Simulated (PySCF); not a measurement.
# Hartree-Fock beside MP2: FH2OSi cation

All numbers below are calculated, not measured. They come from PySCF 2.14.0, an open-source quantum chemistry program, on an isolated molecule that a program drew, which may never have been made. The molecule is FH2OSi cation (charge +1, singlet), drawn as the SMILES string `O[SiH+]F`.

The geometry was optimised and harmonic frequencies were computed with HF and MP2, all in the cc-pV(D+d)Z basis, for the commonest isotopes, with a restricted reference for singlets and an unrestricted one otherwise, and a frozen core in MP2. Each result is a local minimum of its method.

Geometry at the HF minimum:
```xyz
5
FH2OSi cation, angstrom
O    -1.7226    0.1168   -0.6420
Si   -0.8336    0.4709    0.5695
F    -1.3225    0.2192    2.0166
H    -2.5924   -0.2574   -0.7650
H     0.4761    1.0459    0.3734
```

Lengths of the bonds as drawn, in Å (atoms numbered as above):
```
bond,HF,MP2
O1-Si2,1.544,1.573
Si2-F3,1.548,1.573
O1-H4,0.955,0.976
Si2-H5,1.444,1.452
```

Rotational constants, in GHz:
| constant | HF | MP2 |
|---|---|---|
| A | 35.82 | 36.17 |
| B | 7.674 | 7.305 |
| C | 6.32 | 6.077 |

Harmonic frequencies in cm^-1, each column in rising order, so a row needn't be the same motion in every method:
```
rank    HF   MP2
   1   335   314
   2   503   476
   3   635   634
   4   657   658
   5   844   803
   6   997     ?
   7  1212  1149
   8  2535  2464
   9  4047  3780
```

**Estimate the missing MP2 frequency from the HF column.**

A single factor s that minimises the squared misfit of MP2 against s times HF over the other rows is sum(HF x MP2) / sum(HF^2) = 0.9468, with an rms misfit of 34 cm^-1. For rank 6 it gives 0.9468 x 997 = 944 cm^-1. The calculation gives 944 cm^-1, the same as the estimate. The drawn bonds are on average 1.6 % longer in MP2 than in HF.
